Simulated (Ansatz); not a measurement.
Relaxation of H5NSSi2 (9 atoms, charge 0, multiplicity 1), to a largest force component of 0.02 eV/Å in at most 50 steps.

All numbers below come from RKS B3LYP-D4/def2-SVP in Ansatz.

```xyz
9
Properties=species:S:1:pos:R:3
N -0.080 1.429 -0.546
Si -0.462 -0.218 -0.245
Si 1.238 -1.618 0.100
S -1.902 0.017 1.382
H 0.520 1.687 -1.311
H -0.645 2.204 -0.240
H 2.023 -1.683 -1.152
H 0.763 -3.010 0.210
H -1.454 1.192 1.801
```

Where does it end, and by what steps?

The run converged. After 14 steps the energy has fallen by 0.300 eV; Si2 moved furthest, 0.49 Å.

```json
{"step": "0", "energy less start (eV)": "0.0000", "largest force component (eV/Å)": "1.124", "accepted": "yes"}
{"step": "1", "energy less start (eV)": "-0.1469", "largest force component (eV/Å)": "0.581", "accepted": "yes"}
{"step": "2", "energy less start (eV)": "-0.2230", "largest force component (eV/Å)": "0.525", "accepted": "yes"}
{"step": "3", "energy less start (eV)": "-0.2646", "largest force component (eV/Å)": "0.226", "accepted": "yes"}
{"step": "4", "energy less start (eV)": "-0.2793", "largest force component (eV/Å)": "0.225", "accepted": "yes"}
{"step": "5", "energy less start (eV)": "-0.2873", "largest force component (eV/Å)": "0.156", "accepted": "yes"}
{"step": "6", "energy less start (eV)": "-0.2851", "largest force component (eV/Å)": "0.309", "accepted": "no"}
{"step": "7", "energy less start (eV)": "-0.2954", "largest force component (eV/Å)": "0.078", "accepted": "yes"}
{"step": "8", "energy less start (eV)": "-0.2966", "largest force component (eV/Å)": "0.133", "accepted": "yes"}
{"step": "9", "energy less start (eV)": "-0.2976", "largest force component (eV/Å)": "0.099", "accepted": "yes"}
{"step": "10", "energy less start (eV)": "-0.2994", "largest force component (eV/Å)": "0.194", "accepted": "yes"}
{"step": "11", "energy less start (eV)": "-0.2996", "largest force component (eV/Å)": "0.038", "accepted": "yes"}
{"step": "12", "energy less start (eV)": "-0.3004", "largest force component (eV/Å)": "0.026", "accepted": "yes"}
{"step": "13", "energy less start (eV)": "-0.3005", "largest force component (eV/Å)": "0.022", "accepted": "yes"}
{"step": "14", "energy less start (eV)": "-0.3005", "largest force component (eV/Å)": "0.019", "accepted": "yes"}
```

```xyz
9
Properties=species:S:1:pos:R:3
N -0.028 1.433 -0.546
Si -0.131 -0.142 0.105
Si 1.550 -1.685 0.087
S -1.745 -0.152 1.524
H 0.708 1.678 -1.202
H -0.703 2.180 -0.418
H 1.668 -1.672 -1.431
H 0.574 -2.834 0.274
H -1.892 1.194 1.606
```

Whether the end is a true minimum wasn't checked by a vibrational analysis.

The run took 33 s on 2 threads of Arm Neoverse V1, with other jobs on the host, peak memory 0.19 GiB.
